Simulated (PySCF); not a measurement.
Distorted geometries of Eu2O(OH)2

Eu2O(OH)2 (singlet in the valence; each metal's 4f electrons, 7 of them, lie in its core potential, out of spins and levels). PySCF 2.14.0, RKS TPSS, Eu lcecp-0-SVP with ECP53, O def2-SVP, H def2-SVP; non-relativistic Hamiltonian with scalar-relativistic core potentials where named; density fitting; no spin-orbit coupling. Relaxed geometry:

```xyz
7

Eu   -1.2753    0.0000    2.1672
Eu   -1.2753    0.0000   -2.1672
O    -1.5649    0.0000    0.0000
O     0.7155    0.0000    3.0882
H     1.6853    0.0000    3.1031
O     0.7155    0.0000   -3.0882
H     1.6853    0.0000   -3.1031
```

Question: Order these distorted geometries by energy above the relaxed one, lowest first.
A.
```xyz
7

Eu   -1.2208   -0.0331    2.1804
Eu   -1.2643    0.0113   -2.2025
O    -1.5986    0.0230   -0.0067
O     0.7146   -0.0119    3.1292
H     1.6521    0.0282    3.1260
O     0.7283    0.0042   -3.0948
H     1.6748   -0.0216   -3.1316
```
B.
```xyz
7

Eu   -1.1992    0.1711    1.9290
Eu   -1.3997    0.1224   -2.0000
O    -1.4573   -0.1157    0.0057
O     0.5579   -0.1185    3.0224
H     1.7541   -0.0841    3.1453
O     0.7918    0.0705   -3.1096
H     1.6385   -0.0457   -2.9930
```
C.
```xyz
7

Eu   -1.2116   -0.0946    2.3231
Eu   -1.3972   -0.0005   -2.0914
O    -1.4019    0.0277    0.0667
O     0.6256    0.0770    3.1995
H     1.6191    0.0222    2.8382
O     0.7260   -0.1470   -3.1662
H     1.7261    0.1152   -3.1697
```

Answer: A (0.07 eV), C (0.74 eV), B (2.40 eV).

Question: Which forces (eV/Å) act in the one that lies 0.07 eV up?

Answer: 
```
Eu  -0.72  0.00 -0.53
Eu  -0.18  0.02  0.47
O    0.19 -0.03 -0.10
O   -1.21 -0.05  0.12
H    1.81  0.06  0.08
O   -1.11  0.01  0.02
H    1.21 -0.02 -0.06
```
Forces carry noise of the integration grid, about 0.01 to 0.03 eV/Å.

No frequency check is given that shows the relaxed geometry to be a minimum. An lcecp potential fixes the number of 4f electrons, so in runs with it no electron can move into or out of that shell.
